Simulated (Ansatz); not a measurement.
Job for Ansatz (a quantum-chemistry and plane-wave program): R-B3LYP-D3(BJ)/def2-TZVP on AuF (SMILES [F][Au]). Elements past Kr take the def2 small-core potentials; no spin–orbit coupling.

Ansatz 0.2 input:
```yaml
crystal:
  periodic: [false, false, false]
  atoms:
    - {symbol: Au, position_ang: [0.00000000, 0.00000000, -0.96640000]}
    - {symbol: F, position_ang: [0.00000000, 0.00000000, 0.96640000]}
basis:
  gaussian:
    orbitals: def2-TZVP
hamiltonian:
  xc: b3lyp
  dispersion: d3bj
relax: {f_tol: 0.004, max_steps: 120}
scf: {lower_state_search: off}
```

Program output:

```
WARN ansatz: RAYON_NUM_THREADS=4 ignored (pool sized by the plan → 4); use --threads N
Functional definition: B3LYP
these checks for a lower state are left out or cut short: stability, starts, cluster_reference, orbital_swaps, neighbouring_geometries, increment
integrals: 0.01 GiB planned
546 factors; their error is unknown
mean field: 0.22 GiB planned
mean field evaluation 1: about -6408.9175 eV, gradient 4.2e1 eV
mean field evaluation 2: about -6369.2751 eV, gradient 1.5e2 eV
mean field evaluation 4: about -6411.7045 eV, gradient 9.6e0 eV
mean field evaluation 8: about -6411.8909 eV, gradient 8.5e-2 eV
mean field evaluation 16: about -6411.8909 eV, gradient 2.9e-6 eV
mean field -6411.89088228 eV, -235.6326437881 hartree, gradient 1.3e-6 eV, S^2 0.000000; 0 other end points of the search recorded, 0 dependent functions left out
the calculation of the forces begins
reference -6411.89106564 eV, -235.6326505265 hartree; 14, 14 occupied and 57, 57 virtual orbitals, 546 factors
relax step   1: F+E_penalty+E_count = -6411.91805855 eV  Δ(F+E_penalty+E_count) = +0.000e0 eV  max|allowed force component| = 4.371e-1 eV/Å  Δτ_max = 0.0000 Å  (15 SCF iters, accepted)
these checks for a lower state are left out or cut short: stability, starts, cluster_reference, orbital_swaps, neighbouring_geometries, increment
integrals: 0.01 GiB planned
546 factors; their error is unknown
mean field: 0.22 GiB planned
mean field -6411.89547104 eV, -235.6328124217 hartree, gradient 1.3e-6 eV, S^2 0.000000; 0 other end points of the search recorded, 0 dependent functions left out
the calculation of the forces begins
reference -6411.89565466 eV, -235.6328191697 hartree; 14, 14 occupied and 57, 57 virtual orbitals, 546 factors
relax step   2: F+E_penalty+E_count = -6411.92263532 eV  Δ(F+E_penalty+E_count) = -4.577e-3 eV  max|allowed force component| = 1.247e-1 eV/Å  Δτ_max = 0.0082 Å  (22 SCF iters, accepted)
these checks for a lower state are left out or cut short: stability, starts, cluster_reference, orbital_swaps, neighbouring_geometries, increment
integrals: 0.01 GiB planned
546 factors; their error is unknown
mean field: 0.22 GiB planned
mean field evaluation 32: about -6411.8959 eV, gradient 8.6e-7 eV
mean field -6411.89590798 eV, -235.6328284791 hartree, gradient 8.6e-7 eV, S^2 0.000000; 0 other end points of the search recorded, 0 dependent functions left out
the calculation of the forces begins
reference -6411.89609170 eV, -235.6328352308 hartree; 14, 14 occupied and 57, 57 virtual orbitals, 546 factors
relax step   3: F+E_penalty+E_count = -6411.92306737 eV  Δ(F+E_penalty+E_count) = -4.320e-4 eV  max|allowed force component| = 3.601e-3 eV/Å  Δτ_max = 0.0034 Å  (24 SCF iters, accepted)
Total energy: -6411.92325109 eV, -235.6338333199 hartree
Atom 0 at    -0.000000    -0.000000    -0.978002 Å, force    -0.000000    -0.000000    -0.003601 eV/Å
Atom 1 at     0.000000     0.000000     0.978002 Å, force     0.000000     0.000000     0.003601 eV/Å
Dipole moment:     0.000000    -0.000000    -0.899006 e Å
Checks for a lower state left out: stability, starts, cluster_reference, orbital_swaps, neighbouring_geometries, increment
```

The calculation finished and met its thresholds.

Cost: very roughly 2.4 core-seconds.
